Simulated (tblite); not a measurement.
Species: C3H9BO3Si.
Atom-mapped SMILES: `[SiH3:1][O:2][C@@H:3]1[CH2:4][CH2:5][O:6][BH:7][O:8]1` (hydrogens: H9, H10, H11 on Si1; H12 on C3; H13, H14 on C4; H15, H16 on C5; H17 on B7)

Computed with GFN2-xTB (tblite), gas phase: L-BFGS steps from a force-field or distance-geometry start until the largest atomic force falls under 0.01 eV/Å.

The end geometry, which sets the zero of energy:
```
atom  x, y, z in Å
Si1     2.6160   -0.4488    0.3855
O2      1.5974    0.6448   -0.2848
C3      0.3096    0.3155   -0.6259
C4     -0.6916    1.1570    0.1724
C5     -2.1047    0.6507   -0.0986
O6     -2.2027   -0.7461    0.1028
B7     -1.1109   -1.5216   -0.0237
O8      0.1097   -1.0553   -0.3896
H9      2.9099   -1.5586   -0.5172
H10     3.7397    0.4635    0.5574
H11     2.1131   -0.9569    1.6638
H12     0.1809    0.4994   -1.7091
H13    -0.5887    2.2069   -0.0971
H14    -0.4477    1.0321    1.2298
H15    -2.8231    1.1228    0.5793
H16    -2.3989    0.8723   -1.1325
H17    -1.2149   -2.6657    0.1776
```

Question: These geometries come from the run, each turned onto the end geometry. Order them by energy, lowest first.
A.
```
atom  x, y, z in Å
Si1     2.8105   -0.4486    0.2546
O2      1.5246    0.5492    0.0988
C3      0.2890    0.2086   -0.3903
C4     -0.7593    1.1741    0.1675
C5     -2.1436    0.6927   -0.2520
O6     -2.3431   -0.6628    0.0991
B7     -1.2864   -1.4917    0.2020
O8     -0.0058   -1.1207   -0.0477
H9      3.2595   -0.9255   -1.0603
H10     3.6996    0.5485    0.8375
H11     2.5478   -1.6006    1.1132
H12     0.3069    0.2696   -1.4965
H13    -0.5616    2.1789   -0.2006
H14    -0.6659    1.1717    1.2556
H15    -2.9289    1.2766    0.2390
H16    -2.2655    0.7908   -1.3388
H17    -1.4845   -2.5989    0.5089
```
B.
```
atom  x, y, z in Å
Si1     2.6680   -0.4816    0.3132
O2      1.5752    0.6787   -0.0772
C3      0.3145    0.3332   -0.4946
C4     -0.7512    1.1883    0.1944
C5     -2.1242    0.6498   -0.1961
O6     -2.2310   -0.7316    0.0960
B7     -1.1249   -1.4991    0.0887
O8      0.1087   -1.0319   -0.2277
H9      2.8923   -1.4189   -0.7839
H10     3.8009    0.4101    0.5258
H11     2.2917   -1.2057    1.5259
H12     0.2570    0.4788   -1.5901
H13    -0.6359    2.2336   -0.0881
H14    -0.6091    1.0876    1.2723
H15    -2.9217    1.1585    0.3552
H16    -2.2939    0.7947   -1.2714
H17    -1.2235   -2.6325    0.3476
```
C.
```
atom  x, y, z in Å
Si1     2.8118   -0.4732    0.2400
O2      1.5167    0.5206    0.1377
C3      0.2882    0.2099   -0.4044
C4     -0.7581    1.1903    0.1315
C5     -2.1460    0.6853   -0.2392
O6     -2.3339   -0.6528    0.1720
B7     -1.2780   -1.4875    0.2534
O8     -0.0228   -1.1235   -0.0941
H9      3.3443   -0.7234   -1.1052
H10     3.6386    0.4277    1.0114
H11     2.4923   -1.6905    0.9410
H12     0.3392    0.2888   -1.5074
H13    -0.5622    2.1743   -0.2874
H14    -0.6439    1.2418    1.2116
H15    -2.9264    1.2598    0.2556
H16    -2.2809    0.7517   -1.3257
H17    -1.4860   -2.5874    0.5992
```
D.
```
atom  x, y, z in Å
Si1     2.9635   -0.1000    0.0834
O2      1.4249   -0.0721    0.6000
C3      0.2435   -0.2083   -0.0970
C4     -0.6686    0.9842    0.2112
C5     -2.0444    0.7285   -0.3953
O6     -2.5561   -0.5291   -0.0009
B7     -1.7073   -1.5196    0.3423
O8     -0.3570   -1.4144    0.2876
H9      3.1947    1.0196   -0.8398
H10     3.6341    0.0656    1.3594
H11     3.3010   -1.3378   -0.6186
H12     0.4398   -0.2613   -1.1840
H13    -0.2214    1.8960   -0.1830
H14    -0.7492    1.0602    1.2978
H15    -2.7610    1.4882   -0.0680
H16    -1.9850    0.7523   -1.4910
H17    -2.1585   -2.5398    0.6861
```
E.
```
atom  x, y, z in Å
Si1     2.9232   -0.0398    0.0748
O2      1.4519    0.0151    0.7723
C3      0.2883   -0.2835    0.0730
C4     -0.6361    0.9382    0.1330
C5     -2.0179    0.6298   -0.4675
O6     -2.1348   -0.7364   -0.8293
B7     -1.6950   -1.4819    0.2529
O8     -0.4275   -1.3539    0.6655
H9      3.1240    1.0515   -0.8916
H10     3.9056    0.0974    1.1176
H11     3.1144   -1.3052   -0.6409
H12     0.5439   -0.5671   -0.9662
H13    -0.1781    1.7753   -0.3783
H14    -0.7489    1.1553    1.1905
H15    -2.7901    0.8285    0.2855
H16    -2.2129    1.2684   -1.3279
H17    -2.5169   -1.9796    0.9267
```

Answer: B (0.013 eV), A (0.039 eV), C (0.067 eV), D (0.153 eV), E (1.105 eV).

In the order of the answer:

```json
{"step": "157", "E above end (eV)": "0.013", "largest force (eV/Å)": "0.06", "rms force component (eV/Å)": "0.017", "rms distance from end (Å)": "0.175", "rms bond change (Å)": "0.001", "bond most changed (Å)": "Si1–O2 +0.003"}
{"step": "130", "E above end (eV)": "0.039", "largest force (eV/Å)": "0.09", "rms force component (eV/Å)": "0.024", "rms distance from end (Å)": "0.418", "rms bond change (Å)": "0.003", "bond most changed (Å)": "Si1–H9 +0.009"}
{"step": "120", "E above end (eV)": "0.067", "largest force (eV/Å)": "0.41", "rms force component (eV/Å)": "0.115", "rms distance from end (Å)": "0.481", "rms bond change (Å)": "0.008", "bond most changed (Å)": "Si1–H11 -0.024"}
{"step": "66", "E above end (eV)": "0.153", "largest force (eV/Å)": "0.03", "rms force component (eV/Å)": "0.012", "rms distance from end (Å)": "1.125", "rms bond change (Å)": "0.005", "bond most changed (Å)": "Si1–O2 -0.015"}
{"step": "3", "E above end (eV)": "1.105", "largest force (eV/Å)": "0.78", "rms force component (eV/Å)": "0.223", "rms distance from end (Å)": "1.216", "rms bond change (Å)": "0.014", "bond most changed (Å)": "O6–B7 +0.041"}
```

The cost below is that of the whole relaxation. Hardware: Arm Neoverse N1, one thread, shared host. Cost: 2.0 s wall.
